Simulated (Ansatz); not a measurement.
Reaction (hydrogenolysis of a B–N bond): `CNB(Cl)Cl` + H₂ → `ClBCl` + CH₃NH₂

Program: Ansatz. Geometries: PBE0-D4/def2-TZVP. ΔE: electronic, gas phase. CBS: MP2 limit from def2 TZ/QZ plus the TZ coupled-cluster correction, frozen cores. This one scheme is used for every species. DFT in def2-TZVPP. One conformer a species, not always the lowest.

```csv
level,ΔE (kJ/mol)
revPBE-D4,121.2
r2SCAN0-D4,118.5
B2PLYP,110.9
PBE-QIDH,115.5
r2SCAN,118.3
PBE0,109.7
BHLYP,104.8
HF/def2-SVP,102.2
```

Q: What does CCSD(T)/CBS give? (An estimate is asked.)

A: Ansatz gave: +115.7 kJ/mol. The listed levels differ from it by 5.5, 2.8, -4.8, -0.2, 2.6, -6.0, -10.9, -13.5 kJ/mol.

Largest T1 diagnostic among the species: 0.012.

Leaving LDA and LC-ωPBE aside and taking each functional with its dispersion term where it has one, the values spread over 10.3 kJ/mol, from B2PLYP to revPBE-D4. LDA lies +21.4 kJ/mol from PBE without D4. The D4 term adds +12.5 kJ/mol with B3LYP and +6.9 kJ/mol with PBE0; it sums over pairs of atoms, weighted by their polarisabilities, and B3LYP, whose exchange is more repulsive, gets the larger term.

B3LYP here is the variant with VWN-RPA as its local correlation; programs differ in this.
